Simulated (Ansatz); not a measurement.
## Molecular dynamics, step by step

CH$_{4}$CuO (charge +1), singlet, PBE0-D4/def2-SVP (Ansatz 0.2.0). Settings (timestep in fs, temperature in K; T counts 15 degrees of freedom):

```yaml
hamiltonian: {xc: pbe0, dispersion: d4}
md: {n_steps: 60, timestep: 0.25, temperature: 500, ensemble: nvt_nose_hoover, seed: 270, initial_velocities: maxwell_boltzmann}
```

Start:

```xyz
7
angstrom
Cu -0.2555 -0.3548 -2.3664
C 0.3865 0.0119 0.5786
O -0.5903 -0.0564 -0.4936
H 1.2224 -0.6209 0.2916
H -0.0665 -0.3762 1.4898
H 0.7177 1.0411 0.7140
H -1.4144 0.3553 -0.2139
```

| step | time (fs) | potential energy less the start (meV) | kinetic energy (meV) | T (K) |
| --- | --- | --- | --- | --- |
| 0 | 0.00 | 0.0 | 323.1 | 500 |
| 4 | 1.00 | 46.7 | 276.7 | 428 |
| 8 | 2.00 | 124.5 | 199.3 | 308 |
| 12 | 3.00 | 156.5 | 167.1 | 259 |
| 16 | 4.00 | 177.3 | 146.2 | 226 |
| 20 | 5.00 | 219.0 | 104.8 | 162 |
| 24 | 6.00 | 253.3 | 70.6 | 109 |
| 28 | 7.00 | 254.3 | 69.6 | 108 |
| 32 | 8.00 | 225.9 | 98.0 | 152 |
| 36 | 9.00 | 194.6 | 129.2 | 200 |
| 40 | 10.00 | 175.9 | 148.2 | 229 |
| 44 | 11.00 | 137.7 | 186.6 | 289 |
| 48 | 12.00 | 85.9 | 238.4 | 369 |
| 52 | 13.00 | 84.8 | 239.8 | 371 |
| 56 | 14.00 | 129.6 | 195.6 | 303 |
| 60 | 15.00 | 156.7 | 168.9 | 261 |

Step 16, positions (Å) and forces (eV/Å):

```
atom       x       y       z      Fx      Fy      Fz
 Cu1  -0.255  -0.354  -2.366   0.047  -0.029  -0.111
  C2   0.393   0.022   0.594  -0.553  -0.619  -0.117
  O3  -0.597  -0.064  -0.506  -0.174   0.391   1.239
  H4   1.123  -0.704   0.197   0.539   0.593   0.620
  H5   0.014  -0.384   1.597   0.026   0.505  -1.428
  H6   0.729   1.083   0.711   0.077  -0.795  -0.170
  H7  -1.427   0.362  -0.244   0.039  -0.046  -0.032
```

Step 28, positions (Å) and forces (eV/Å):

```
atom       x       y       z      Fx      Fy      Fz
 Cu1  -0.254  -0.353  -2.366   0.064  -0.034  -0.125
  C2   0.394   0.025   0.603   0.237  -1.002  -2.474
  O3  -0.601  -0.069  -0.509  -1.700   1.224   1.914
  H4   1.105  -0.720   0.179   0.440   0.818   0.804
  H5   0.073  -0.349   1.563  -0.916  -0.286   0.424
  H6   0.747   1.053   0.694   0.308   0.093  -0.139
  H7  -1.469   0.380  -0.257   1.567  -0.812  -0.403
```

Step 44, positions (Å) and forces (eV/Å):

```csv
atom,x,y,z,Fx,Fy,Fz
Cu1,-0.253,-0.353,-2.365,0.051,-0.041,-0.046
C2,0.395,0.019,0.591,-0.728,-0.002,-1.034
O3,-0.613,-0.069,-0.499,2.457,-0.904,0.409
H4,1.150,-0.660,0.244,0.789,-0.468,-0.019
H5,0.036,-0.335,1.565,-0.495,0.037,-0.152
H6,0.806,1.028,0.655,-0.096,0.262,0.012
H7,-1.415,0.349,-0.295,-1.978,1.117,0.830
```

Last step (60):

```xyz
7
angstrom
Cu -0.2521 -0.3522 -2.3655
C 0.3899 0.0120 0.5635
O -0.6132 -0.0713 -0.4831
H 1.2762 -0.6358 0.3225
H -0.0699 -0.3198 1.5499
H 0.8479 1.0325 0.6179
H -1.4845 0.3944 -0.2553
```

The run took about 62 s on 4 CPU threads of an Arm Neoverse V1 (shared host).
